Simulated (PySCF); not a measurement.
Ionisation energy of As²⁺ by level of theory

As²⁺ [Ar] 3d10 4s2 4p1 (2P) → As³⁺ [Ar] 3d10 4s2 (1S), as a difference of total energies. All numbers are calculated (PySCF 2.14, scalar relativity by spin-free X2C-1e, in x2c-SVPall (5s4p3d, 32 functions)). Correlated levels: valence: [Ar] 3d10 frozen. The calculations carry no spin-orbit coupling.

| method | ionisation energy (eV) |
| --- | --- |
| UHF | 27.475 |
| LDA | 28.311 |
| MP2 (valence) | 27.638 |
| SCS-MP2 (valence) | 27.621 |
| CCSD(T) (valence) | 27.739 |

**Question.** Estimate what CCSD (valence) gives.

**Answer.** 27.726 eV, closest to CCSD(T) (valence) among the rows shown.

**Question.** Estimate what BP86 gives.

**Answer.** 28.296 eV, closest to LDA among the rows shown.

The reference lies between the lowest fine-structure levels, while these numbers refer to the centres of the terms.

Errors of the correlated levels include the incompleteness of this basis and the frozen core.

For comparison: 28.349 ± 0.012 eV (measured; NIST Atomic Spectra Database, ionization energies).
